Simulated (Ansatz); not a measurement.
Basis-set extrapolation for C₄H₆F₄ (`CC(F)(CF)C(F)F`) (PBE0-D4/def2-TZVP geometry, frozen core, Ansatz 0.2.0). Multiplicity 1, RHF reference.

```json
{"": "HF", "def2-TZVPP": "-552.956804", "def2-QZVPP": "-552.980658"}
{"": "MP2 correlation", "def2-TZVPP": "-1.663456", "def2-QZVPP": "-1.804209"}
{"": "CCSD(T) correlation", "def2-TZVPP": "-1.756243", "def2-QZVPP": "not run"}
```

Energies in hartree. Use E(X) = E(∞) + A·exp(−7.88·√X) for Hartree–Fock and E(X) = E(∞) + B·X^(−2.97) for correlation, with X = 3 and 4, and add CCSD(T) minus MP2 of the smaller set to the MP2 limit.

Q: What is the CCSD(T) energy at the basis-set limit?

A: HF limit: -552.980658 + (-0.023854) × 0.13774 = -552.98394. MP2 limit: -1.804209 + (-0.140753) × 0.74074 = -1.90847. Higher-order term: -1.756243 − (-1.663456) = -0.09279. Total: -554.98520 hartree, 7.41 eV below CCSD(T)/def2-TZVPP.
